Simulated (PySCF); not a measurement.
Isomers of C2H10O2Si2, mass 122.022 u with the commonest isotopes. Computed with CAM-B3LYP/def2-SVPD in PySCF (dipole) on a GFN2-xTB geometry, gas phase. One conformer each, none proved a minimum here; rigid rotors.

Question: Order these by rotational constant B, smallest first.
A. `[CH3:1][O:2][CH2:3][SiH2:4][SiH2:5][OH:6]` with C1–O2–C3–Si4 180°, O2–C3–Si4–Si5 42°, C3–Si4–Si5–O6 -45°, Si4–Si5–O6–H 28°
B. `[CH3:1][O:2][SiH2:3][O:4][SiH2:5][CH3:6]` with C1–O2–Si3–O4 179°, O2–Si3–O4–Si5 3°, Si3–O4–Si5–C6 54°
C. `[CH3:1][SiH2:2][O:3][Si@H:4]([CH3:5])[OH:6]` with C1–Si2–O3–Si4 168°, Si2–O3–Si4–C5 -14°, O3–Si4–O6–H -42°
D. `[CH3:1][CH:2]([O:3][SiH3:4])[O:5][SiH3:6]` with C1–C2–O3–Si4 -62°, C1–C2–O5–Si6 -175°

Answer: C (1156 MHz), B (1200 MHz), A (1518 MHz), D (1605 MHz).

Question: Order these by rotational constant C, largest first.
A. `[CH3:1][CH:2]([O:3][SiH3:4])[O:5][SiH3:6]` with C1–C2–O3–Si4 -62°, C1–C2–O5–Si6 -175°
B. `[CH3:1][O:2][CH2:3][SiH2:4][SiH2:5][OH:6]` with C1–O2–C3–Si4 180°, O2–C3–Si4–Si5 42°, C3–Si4–Si5–O6 -45°, Si4–Si5–O6–H 28°
C. `[CH3:1][CH2:2][Si@@H:3]([OH:4])[O:5][SiH3:6]` with C1–C2–Si3–O4 64°, C2–Si3–O4–H 162°, C2–Si3–O5–Si6 58°
D. `[CH3:1][O:2][SiH2:3][O:4][SiH2:5][CH3:6]` with C1–O2–Si3–O4 179°, O2–Si3–O4–Si5 3°, Si3–O4–Si5–C6 54°
E. `[CH3:1][SiH2:2][O:3][Si@H:4]([CH3:5])[OH:6]` with C1–Si2–O3–Si4 168°, Si2–O3–Si4–C5 -14°, O3–Si4–O6–H -42°

Answer: A (1182 MHz), B (1067 MHz), D (1011 MHz), E (984.2 MHz), C (964.6 MHz).

Question: Order these by radius of gyration √(Σ m r²/M), largest first.
A. `[CH3:1][SiH2:2][O:3][Si@H:4]([CH3:5])[OH:6]` with C1–Si2–O3–Si4 168°, Si2–O3–Si4–C5 -14°, O3–Si4–O6–H -42°
B. `[CH3:1][O:2][CH2:3][SiH2:4][SiH2:5][OH:6]` with C1–O2–C3–Si4 180°, O2–C3–Si4–Si5 42°, C3–Si4–Si5–O6 -45°, Si4–Si5–O6–H 28°
C. `[CH3:1][O:2][SiH2:3][O:4][SiH2:5][CH3:6]` with C1–O2–Si3–O4 179°, O2–Si3–O4–Si5 3°, Si3–O4–Si5–C6 54°
D. `[CH3:1][CH:2]([O:3][SiH3:4])[O:5][SiH3:6]` with C1–C2–O3–Si4 -62°, C1–C2–O5–Si6 -175°

Answer: A (2.092 Å), C (2.070 Å), B (2.002 Å), D (1.927 Å).

| SMILES | point group | Ia (u·Å²) | Ib (u·Å²) | Ic (u·Å²) | κ | μa (D) | μb (D) | μc (D) |
| --- | --- | --- | --- | --- | --- | --- | --- | --- |
| CO[SiH2]O[SiH2]C | C1 | 124.97 | 421.04 | 500.05 | -0.87 | 1.24 | 0.95 | 0.28 |
| C[SiH2]O[Si@H](C)O | C1 | 117.22 | 437.30 | 513.50 | -0.90 | 1.01 | 0.34 | 0.08 |
| CC[Si@@H](O)O[SiH3] | C1 | 120.92 | 437.10 | 523.93 | -0.88 | 0.66 | 0.08 | 0.19 |
| CC(O[SiH3])O[SiH3] | C1 | 163.88 | 314.83 | 427.48 | -0.56 | 0.02 | 0.44 | 0.01 |
| COC[SiH2][SiH2]O | C1 | 171.68 | 332.94 | 473.43 | -0.52 | 2.70 | 1.13 | 0.84 |
